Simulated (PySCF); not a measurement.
Molfile (atoms numbered from 1):
```
C5H8N2OSi
     RDKit          3D

 17 17  0  0  0  0  0  0  0  0999 V2000
   -2.0049   -1.5939    0.2541 C   0  0  0  0  0  0  0  0  0  0  0  0
   -0.9649   -1.0405   -0.1631 N   0  0  0  0  0  0  0  0  0  0  0  0
   -0.9919    0.3043   -0.6552 C   0  0  0  0  0  0  0  0  0  0  0  0
    0.1056    1.0598    0.0137 C   0  0  0  0  0  0  0  0  0  0  0  0
    0.3126    2.4496    0.1442 C   0  0  0  0  0  0  0  0  0  0  0  0
    1.4085    2.6891    0.8119 N   0  0  0  0  0  0  0  0  0  0  0  0
    1.9462    1.4902    1.1370 O   0  0  0  0  0  0  0  0  0  0  0  0
    1.1766    0.5011    0.6662 C   0  0  0  0  0  0  0  0  0  0  0  0
    1.6333   -1.2999    0.9362 Si  0  0  0  0  0  4  0  0  0  0  0  0
   -1.9376   -2.6062    0.6235 H   0  0  0  0  0  0  0  0  0  0  0  0
   -2.9927   -1.1207    0.2663 H   0  0  0  0  0  0  0  0  0  0  0  0
   -0.7916    0.2613   -1.7337 H   0  0  0  0  0  0  0  0  0  0  0  0
   -1.9636    0.8035   -0.5045 H   0  0  0  0  0  0  0  0  0  0  0  0
   -0.2873    3.2601   -0.2181 H   0  0  0  0  0  0  0  0  0  0  0  0
    0.7140   -1.8915    1.9055 H   0  0  0  0  0  0  0  0  0  0  0  0
    2.9856   -1.2688    1.5061 H   0  0  0  0  0  0  0  0  0  0  0  0
    1.6452   -1.9852   -0.3504 H   0  0  0  0  0  0  0  0  0  0  0  0
  1  2  2  0
  2  3  1  0
  3  4  1  0
  4  5  1  0
  5  6  2  0
  6  7  1  0
  7  8  1  0
  8  9  1  0
  8  4  2  0
  1 10  1  0
  1 11  1  0
  3 12  1  0
  3 13  1  0
  5 14  1  0
  9 15  1  0
  9 16  1  0
  9 17  1  0
M  END
```

Calculated, not measured (PySCF): GIAO PBE0/pcSseg-1 shieldings, GFN2-xTB geometry. Relativity neglected, equivalent nuclei averaged, no solvent model, single conformer.

Predict the 2D correlation tables (HSQC, COSY, HMBC).

Answers



HSQC (one-bond C–H):
```csv
δH,δC
8.23 (H14),150.0 (C5)
7.86 (H11),158.3 (C1)
7.47 (H10),158.3 (C1)
4.95 (H12/H13),61.0 (C3)
```

COSY cross peaks (H two or three bonds apart, from the bond graph; peaks can be absent where the dihedral angle is near 90°):
```csv
δH,δH
7.86 (H11),7.47 (H10)
```

HMBC (two and three bonds, from the bond graph):
```csv
δH,δC
8.23 (H14),"173.4 (C8), 135.2 (C4), 61.0 (C3)"
7.86 (H11),61.0 (C3)
7.47 (H10),61.0 (C3)
4.95 (H12/H13),"173.4 (C8), 158.3 (C1), 150.0 (C5), 135.2 (C4)"
4.63 (H15/H16/H17),"173.4 (C8), 135.2 (C4)"
```

References, each an isolated molecule treated in the same way: TMS for 1H (σ = 31.72 ppm), 13C (σ = 186.93 ppm).

Short H···H contacts in this conformer between protons four or more bonds apart (candidates for NOE cross peaks, intensity ∝ r⁻⁶): H11···H13 2.31 Å.

Shifts are as computed. Against solution values, carbons near 30 ppm lie about +3 ppm off and those near 130 ppm about +5 ppm. Of 1211 compounds with measured shifts, 218 miss one by over three times the rms of a fit or turn the order of signals round; such compounds aren't used in these exercises.
